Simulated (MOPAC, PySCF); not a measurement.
C3H4Si, SMILES `C#C[SiH]=C`, neutral singlet in the gas phase. 

Cartesian coordinates (Å):
```xyz
8

C      2.1498    -0.9495     0.6925
C      1.2026    -0.2889     0.3412
Si    -0.1881     0.7274    -0.1836
C     -1.7493     0.1054    -0.4360
H      2.9811    -1.5368     1.0022
H      0.1593     2.1422    -0.3714
H     -1.9885    -0.9398    -0.2931
H     -2.5669     0.7400    -0.7518
```
Charge 0, spin multiplicity 1.

All levels are single points at this geometry (B3LYP-D3(BJ)/def2-TZVP); Pople sets use spherical d functions. Orbital energies aren't observables, and empty levels follow the basis.

B3LYP/LANL2DZ in PySCF gives HOMO (eV) = -6.37.

Question: Estimate the HOMO (eV) from each of these levels: B3LYP-D3(BJ)/def2-TZVP in PySCF; B3LYP/3-21G in PySCF; HF/3-21G in PySCF; HF/STO-3G in PySCF; PM6 in MOPAC.

Answer: 
| level | HOMO (eV) |
|---|---|
| B3LYP-D3(BJ)/def2-TZVP in PySCF | -6.28 |
| B3LYP/3-21G in PySCF | -6.16 |
| HF/3-21G in PySCF | -8.34 |
| HF/STO-3G in PySCF | -5.79 |
| PM6 in MOPAC | -8.05 |
